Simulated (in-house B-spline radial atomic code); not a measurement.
Successive ionisation energies of silver; each step leads to the configuration of the next row (after the last: bare). Dirac energy differences include first-order Breit, QED and recoil terms. NIST's values go from ground level to ground level; the uncertainty of those that are theory runs from under 0.1 % in few-electron ions to several per cent in heavy many-electron ones. Computed with an all-electron radial atomic-structure program (B-spline basis): Dirac-Hartree-Fock, average of the configuration, finite nuclei.

| ion | configuration | ionisation energy (eV) | tabulated value (eV) | tabulated kind | computed minus tabulated (eV) | highest orbital | largest mean radius (bohr) |
| --- | --- | --- | --- | --- | --- | --- | --- |
| Ag38+ | [He] 2s2 2p5 | 5814.7 | 5753 | semi-empirical | 62 | 2p3/2 | 0.1307 |
| Ag39+ | [He] 2s2 2p4 | 6021.3 | 5966 | semi-empirical | 55 | 2p3/2 | 0.12982 |
| Ag40+ | [He] 2s2 2p3 | 6231.0 | 6170 | semi-empirical | 61 | 2p3/2 | 0.12894 |
| Ag41+ | [He] 2s2 2p2 | ? | ? | semi-empirical | ? | ? | ? |
| Ag42+ | [He] 2s2 2p1 | ? | ? | semi-empirical | ? | ? | ? |
| Ag43+ | [He] 2s2 | 7075.4 | 7082 | semi-empirical | -7 | 2s1/2 | 0.12637 |
| Ag44+ | [He] 2s1 | 7271.0 | 7271.298 | tabulated theory | 0 | 2s1/2 | 0.12557 |
| Ag45+ | 1s2 | 30094.9 | 30097.31 | tabulated theory | -2 | 1s1/2 | 0.030887 |
| Ag46+ | 1s1 | 30965.7 | 30965.78 | tabulated theory | 0 | 1s1/2 | 0.030626 |

Fill in the row of Ag41+.

ionisation energy (eV): 6443.6; tabulated value (eV): 6551; computed minus tabulated (eV): -107; highest orbital: 2p3/2; largest mean radius (bohr): 0.12808.

Fill in the row of Ag42+.

ionisation energy (eV): 6659.3; tabulated value (eV): 6785; computed minus tabulated (eV): -126; highest orbital: 2p3/2; largest mean radius (bohr): 0.12722.

Where is the largest jump?

From Ag44+ to Ag45+, by a factor of 4.14 (7271 to 30095 eV); the highest orbital goes from 2s1/2 to 1s1/2.

Where a p, d or f electron is removed, the computed value is a mean over both j, so it misses the tabulated one by a part of the spin-orbit splitting; averaging over terms and missing correlation add to the gap, relatively most at low charge.
